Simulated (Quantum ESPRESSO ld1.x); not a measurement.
Question: All-electron atom: neutral neon in [Ne]. All-electron calculation, non-relativistic Kohn-Sham, LDA (Slater exchange, VWN5 correlation), spin-polarised, spherical densities, point nucleus. Program: ld1.x of Quantum ESPRESSO 7.5. Some entries of the table are withheld. Estimate them.

orbital  occ.  eigenvalue (eV)  r(max) (bohr)  <1/r> (bohr^-1)
1s          2         -824.664          0.103            9.560
2s          2         -35.9955            (1)            1.627
2p          6         -13.5522            (2)            1.438

Answer: 
(1) 2s r(max) (bohr): 0.682
(2) 2p r(max) (bohr): 0.620
